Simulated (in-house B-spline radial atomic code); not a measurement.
**Ionising Cr3+ with different functionals**

Computed with a B-spline radial code for spherical atoms: scalar-relativistic (spin-free X2C) Hamiltonian, Fermi nucleus of rms radius 3.6452 fm, spin-polarised at highest spin, spherical fractional occupations for the functionals, and exact exchange of hybrids averaged over the configuration. The ionisation energy is the difference of two self-consistent energies, [Ar] 3d3 → [Ar] 3d2, without Breit or QED terms; ε is the level of the shell that loses the electron (its least bound occupied spin orbital).

```json
{"method": "PBE0", "rung": "global hybrid", "ΔSCF (eV)": "49.46", "-ε(3d) (eV)": "42.98"}
{"method": "B3LYP", "rung": "global hybrid", "ΔSCF (eV)": "49.56", "-ε(3d) (eV)": "42.52"}
{"method": "TPSSh", "rung": "global hybrid", "ΔSCF (eV)": "49.39", "-ε(3d) (eV)": "41.31"}
{"method": "BHandHLYP", "rung": "global hybrid", "ΔSCF (eV)": "49.27", "-ε(3d) (eV)": "45.44"}
{"method": "r2SCAN0", "rung": "global hybrid", "ΔSCF (eV)": "49.50", "-ε(3d) (eV)": "43.08"}
{"method": "B97-1", "rung": "global hybrid", "ΔSCF (eV)": "49.31", "-ε(3d) (eV)": "42.38"}
{"method": "HSE06", "rung": "range-separated hybrid", "ΔSCF (eV)": "49.43", "-ε(3d) (eV)": "42.53"}
{"method": "wB97X", "rung": "range-separated hybrid", "ΔSCF (eV)": "49.09", "-ε(3d) (eV)": "45.18"}
{"method": "CAM-B3LYP", "rung": "range-separated hybrid", "ΔSCF (eV)": "49.54", "-ε(3d) (eV)": "44.50"}
{"method": "LC-wPBE", "rung": "range-separated hybrid", "ΔSCF (eV)": "49.55", "-ε(3d) (eV)": "45.72"}
```

(1) Among the functionals, which spreads more, the ΔSCF values or the orbital energies?

(2) How do they compare with the NIST value?

## Answers

(1) The orbital energies: ΔSCF values span about 0.47 eV and the orbital energies 4.42 eV; here energy differences depend much less on the functional than eigenvalues do.

(2) NIST lists 49.16 eV ± 0.05 (semi-empirical, ground level to ground level). Errors run from -0.07 to +0.40 eV; wB97X is closest (-0.07 eV), though others lie within the uncertainty of it, and part of that can be cancellation, since the calculations leave out spin-orbit coupling, Breit-QED terms, multiplet and fine-structure energies.
